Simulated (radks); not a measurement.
Results of a calculation; reference values are marked as such.
Neutral potassium, [Ar] 4s1. Code: a radial shooting solver on a logarithmic mesh with Libxc functionals. Model: non-relativistic Kohn-Sham, exchange-only PBE, spin-polarised, spherical densities, point nucleus. Every spin shell is full or empty, so the densities are truly spherical. Functionals are evaluated on that one density, not self-consistently. Rank these exchange functionals by their error against the exact value of the orbitals, and give that value: LDA, PBEsol, RPBE, PW91, EV93, APBE, r2SCAN, Tao-Mo, TASK.

Answer. Exact: -32.6237 hartree. From best to worst, with 100 (|E| - |E exact|)/|E exact| (equal figures are ties): r2SCAN +0.01, RPBE -0.04, PW91 -0.10, Tao-Mo -0.22, APBE +0.56, EV93 +0.92, TASK -2.98, PBEsol -3.32, LDA -7.49.
